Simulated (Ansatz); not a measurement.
Relaxation of C₂H₆NSb (10 atoms, charge 0, multiplicity 1), to a largest force component of 0.015 eV/Å in at most 40 steps.

Method: RKS PBE0/def2-SVP in Ansatz.

```xyz
10
Properties=species:S:1:pos:R:3
C -0.765 0.023 -0.917
C 0.055 -0.260 0.020
N 0.432 -1.612 0.192
Sb 0.943 1.277 1.287
H -1.232 -0.695 -1.598
H -1.117 1.114 -1.065
H 1.177 -1.851 0.960
H 0.127 -2.363 -0.403
H 2.538 0.723 0.971
H 0.815 0.146 2.715
```

Task: Where does it end, and by what steps?

Result: It converged. After 6 steps the energy has fallen by 0.624 eV; H7 moved furthest, 0.29 Å.

| step | energy less start (eV) | largest force component (eV/Å) | accepted |
| --- | --- | --- | --- |
| 0 | 0.0000 | 4.112 | yes |
| 1 | -0.3910 | 1.920 | yes |
| 2 | -0.5747 | 0.691 | yes |
| 3 | -0.6054 | 0.329 | yes |
| 4 | -0.6193 | 0.144 | yes |
| 5 | -0.6233 | 0.049 | yes |
| 6 | -0.6237 | 0.013 | yes |

```xyz
10
Properties=species:S:1:pos:R:3
C -0.813 0.053 -0.918
C 0.076 -0.335 0.016
N 0.419 -1.637 0.297
Sb 0.947 1.221 1.244
H -1.303 -0.674 -1.578
H -1.088 1.101 -1.039
H 1.324 -1.803 0.715
H 0.153 -2.337 -0.390
H 2.535 0.563 1.103
H 0.723 0.350 2.711
```

Time of the run: 23 s on 2 threads of Arm Neoverse V1 (shared host), peak memory 0.22 GiB.
